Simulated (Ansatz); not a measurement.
Stepwise reaction of `[NH2][Ti]([NH2])([Cl])[Cl]` with water, as a gas-phase model of exchange steps in deposition or etching. ΔE in kJ/mol; ΔG adds harmonic PBE0-D4 terms to CCSD(T)/CBS, at 1 bar.

Isolated molecules relaxed with PBE0-D4/def2-TZVP in Ansatz; ΔE leaves out vibrations. CBS: MP2 limit from def2 TZ/QZ plus the TZ coupled-cluster correction, frozen cores. This one scheme is used for every species. Functionals use def2-TZVPP. B3LYP here is the variant with VWN-RPA as its local correlation; programs differ in this. For Ti outer-core shells are correlated without core-valence functions, which leaves a few kJ/mol of doubt a bond. Scalar relativity is left out up to krypton. Each species was taken in one conformer, which may not be the lowest.

```csv
step,reaction,PBE-D4,B3LYP-D4,ωB97M-V,CCSD(T)/CBS,ΔG(600 K)
1,`[NH2][Ti]([NH2])([Cl])[Cl]` + H₂O → `[NH2][Ti]([OH])([Cl])[Cl]` + NH₃,-58.7,-59.6,-60.1,-51.9,-54.7
```

(1) Give the row of step 2, `[NH2][Ti]([OH])([Cl])[Cl]` + H₂O → `[OH][Ti]([OH])([Cl])[Cl]` + NH₃. (An estimate is asked.)

(2) By hand: ΔE of the 2 steps together at CCSD(T)/CBS.

Results:

(1) Computed: 
| step | reaction | PBE-D4 | B3LYP-D4 | ωB97M-V | CCSD(T)/CBS | ΔG(600 K) |
| --- | --- | --- | --- | --- | --- | --- |
| 2 | `[NH2][Ti]([OH])([Cl])[Cl]` + H₂O → `[OH][Ti]([OH])([Cl])[Cl]` + NH₃ | -51.6 | -51.2 | -51.3 | -43.9 | -40.4 |

(2) (-51.9) + (-43.9) = -95.8 kJ/mol, or -47.9 kJ/mol a step.

In ΔE each step is higher than the one before. All are downhill at CCSD(T)/CBS. ΔG lies between -54.7 and -40.4 kJ/mol a step. PBE-D4 differs from CCSD(T)/CBS by -7.7 to -6.8 kJ/mol a step. Isolated molecules leave out the surface, adducts and barriers. Largest T1 diagnostic: 0.025.
